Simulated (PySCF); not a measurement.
Isomers of C5H6F2O side by side.

PySCF, CAM-B3LYP/def2-SVPD, density fitting, gas phase; each molecule at its own GFN2-xTB geometry, one conformer. Singlet excitations by full TDDFT with frozen cores and triplets by Tamm–Dancoff TDDFT. 

Torsions of the conformers computed, which needn't be the lowest (atom-mapped SMILES):
- `[CH2:1]=[C:2]([F:3])/[C:4]([F:5])=[CH:6]\[O:7][CH3:8]`: C1–C2–C4–F5 0°, C4–C6–O7–C8 180°
- `[F:1][CH:2]([F:3])[CH2:4][O:5][C:6]1=[CH:7][CH2:8]1`: F1–C2–C4–O5 153°, C2–C4–O5–C6 75°, C4–O5–C6–C7 2°
- `[CH3:1][C@@H:2]1[CH2:3][C@@:4]1([F:5])[C:6](=[O:7])[F:8]`: C3–C4–C6–O7 -147°
- `[CH2:1]=[CH:2]/[CH:3]=[CH:4]/[O:5][CH:6]([F:7])[F:8]`: C1–C2–C3–C4 179°, C3–C4–O5–C6 -10°, C4–O5–C6–F7 -167°

The conformers of `FC1=C[C@@H](F)CCO1` and `FC1=C[C@H](F)COC1` aren't listed.

Reference: `C=C(F)/C(F)=C\OC`, with HOMO energy -7.60 eV, LUMO energy 0.07 eV, lowest singlet excitation 5.24 eV, lowest triplet excitation 2.92 eV and mean polarisability 76.0 au.

Changes against it:

| molecule | Δ electronic energy (kcal/mol) | Δ HOMO energy (eV) | Δ LUMO energy (eV) | Δ lowest singlet excitation (eV) | Δ lowest triplet excitation (eV) | Δ mean polarisability (au) |
| --- | --- | --- | --- | --- | --- | --- |
| FC1=C[C@H](F)COC1 | -23.8 | -1.48 | +0.82 | +1.70 | +1.48 | -14.2 |
| C[C@@H]1C[C@@]1(F)C(=O)F | -33.2 | -2.60 | +0.20 | +0.82 | +2.57 | -13.9 |
| C=C/C=C/OC(F)F | -18.0 | -0.51 | +0.07 | +0.60 | +0.35 | -3.4 |

Rows whose labels were lost:

| row | Δ electronic energy (kcal/mol) | Δ HOMO energy (eV) | Δ LUMO energy (eV) | Δ lowest singlet excitation (eV) | Δ lowest triplet excitation (eV) | Δ mean polarisability (au) |
| --- | --- | --- | --- | --- | --- | --- |
| P | +24.9 | -0.50 | +1.28 | +1.16 | +1.43 | -12.7 |
| Q | -34.5 | -1.00 | +1.11 | +1.64 | +1.61 | -14.6 |

Task: Which row belongs to which of `FC1=C[C@@H](F)CCO1` and `FC(F)COC1=CC1`?

Result: P = `FC(F)COC1=CC1` and Q = `FC1=C[C@@H](F)CCO1`. P and Q are told apart most clearly by the electronic energy (+24.9 against -34.5 kcal/mol); Q comes close to the labelled row of `FC1=C[C@H](F)COC1` in every column.

Task: Which row has the smallest HOMO–LUMO gap and which the largest, and does the HOMO or the LUMO shift more there?

Result: Smallest, counted from the reference: `C=C/C=C/OC(F)F`, +0.58 eV (HOMO -0.51, LUMO +0.07), the larger shift being that of the HOMO. Largest: `C[C@@H]1C[C@@]1(F)C(=O)F`, +2.80 eV (HOMO -2.60, LUMO +0.20), the larger shift being that of the HOMO. The gap of the reference itself lies below all of them.
